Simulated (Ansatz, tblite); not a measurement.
Removing an electron: In(OCMe2)H3 (C₃H₉InO). Total charge 0; singlet. Geometry: r2SCAN-D4/def2-SVP. Ansatz, gas phase; energy differences of separate SCF runs; the oxidised species was run as a doublet alone.

Cartesian coordinates in Å:
```
In -2.137 0.657 1.444
O 0.127 0.692 0.774
C 0.652 0.058 -0.139
C 2.121 0.192 -0.396
C -0.150 -0.860 -1.012
H 2.600 -0.799 -0.319
H 2.287 0.535 -1.432
H 2.578 0.892 0.314
H -0.983 -0.290 -1.458
H -0.620 -1.629 -0.376
H 0.446 -1.339 -1.800
H -2.149 -1.053 1.796
H -2.768 1.128 -0.115
H -2.005 1.814 2.720
```

In the def2 sets In takes a core potential; there is no spin–orbit coupling. The xTB rows come from tblite.

| level | −HOMO (eV) | vertical IE (eV) | −LUMO (eV) | HOMO–LUMO gap (eV) |
| --- | --- | --- | --- | --- |
| GFN1-xTB | 11.01 | 13.75 | 8.32 | 2.69 |
| ωB97M-V/def2-TZVP | 9.47 | 9.62 | -0.68 | 10.15 |

(1) Estimate the rows for GFN2-xTB, PBE0-D4/def2-TZVP.

Results:

(1) 
```json
{"level": "GFN2-xTB", "−HOMO (eV)": "10.62", "vertical IE (eV)": "13.44", "−LUMO (eV)": "8.13", "HOMO–LUMO gap (eV)": "2.49"}
{"level": "PBE0-D4/def2-TZVP", "−HOMO (eV)": "7.27", "vertical IE (eV)": "9.36", "−LUMO (eV)": "1.59", "HOMO–LUMO gap (eV)": "5.67"}
```

Run but left out: PBE-D4/def2-TZVP (charge +1 doublet: an occupied level 0.05 eV above an empty one).  Raw xTB energy differences between charge states are shifted by several eV; the methods need an empirical correction for them.
